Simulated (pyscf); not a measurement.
H₂N–SiH•–NH₂ → •HN–SiH₂–NH₂, a hydrogen shift (doublet surface; H–N broken, H–Si formed). Structures and frequencies: ωB97X-D3(BJ)/def2-SVP in PySCF. Correlated levels are frozen-core, on RHF or UHF. ΔMP2 is the change of the MP2 total energy from the triple- to the quadruple-zeta basis. Energies in kcal/mol from the reactant's lowest minimum found.

Small-basis levels: PySCF, no dispersion term, spherical d functions. AM1 to PM7: differences of heats of formation from MOPAC. GFN2-xTB: tblite. Open shells are spin-unrestricted. 

| level | barrier | reaction energy |
|---|---|---|
| HF/STO-3G | 74.2 | -11.0 |
| HF/3-21G | ? | +16.7 |
| B3LYP/LANL2DZ | 64.1 | +28.8 |
| B3LYP/6-311+G** | 49.1 | +21.0 |
| GFN2-xTB | 39.1 | +12.5 |
| PM3 | 49.4 | +15.3 |
| PM7 | ? | +19.0 |
| CCSD(T)/def2-TZVPP + ΔMP2(QZVPP) | ? | +20.1 |

Task: What belongs in the gaps?

Result: 
- HF/3-21G, barrier: 74.5
- PM7, barrier: 50.0
- CCSD(T)/def2-TZVPP + ΔMP2(QZVPP), barrier: 48.0

Against the last row the barrier runs from -8.9 (GFN2-xTB) to +26.5 kcal/mol (HF/3-21G). CCSD(T)/def2-TZVPP + ΔMP2(QZVPP) has limits of its own. One saddle was located; it need not be the lowest between these sides. The CCSD(T) − MP2 part came from Ansatz, without density fitting, on the same reference.
